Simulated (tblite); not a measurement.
singlet oxygen (O$_{2}$), singlet, geometry from GFN2-xTB; GFN1-xTB (tblite).

tblite was given this input:
```
$ tblite run mol.xyz --method gfn1 --charge 0 --spin 0 --grad --json tblite.json --no-restart

# file mol.xyz
2

O     -0.00000000    -0.00000000    -0.60495136
O      0.00000000     0.00000000     0.60495136
```

It wrote (shortened):

```
xTB calculator
 | screened Coulomb repulsion
 | Coulomb electrostatics
 |  * isotropic Klopman-Ohno-Mataga-Nishimoto electrostatics
 |  * onsite third-order electrostatics
 | DFT-D3(BJ) dispersion correction

halogen bonding energy    0.0000000000000E+00 Eh
repulsion energy          1.1451542836627E-02 Eh
dispersion energy        -9.9463204665149E-05 Eh
number of electrons       1.2000000000000E+01 e
integral cutoff           1.4764011126850E+01 bohr

------------------------------------------------------------
  cycle        total energy    energy error   density error
------------------------------------------------------------
      1     -9.120338858442  -9.1316909E+00   2.4020249E-01
      2     -9.120338861357  -2.9155842E-09   1.4410272E-01
      3     -9.120338862997  -1.6392310E-09   8.6462092E-06
------------------------------------------------------------

electronic energy        -9.1316909426286E+00 Eh
total energy             -9.1203388629966E+00 Eh

Post processing:
 | Mayer-Wiberg bond orders

[Info] Tight-binding results written to 'tblite.txt'
[Info] JSON dump of results written to 'tblite.json'
```
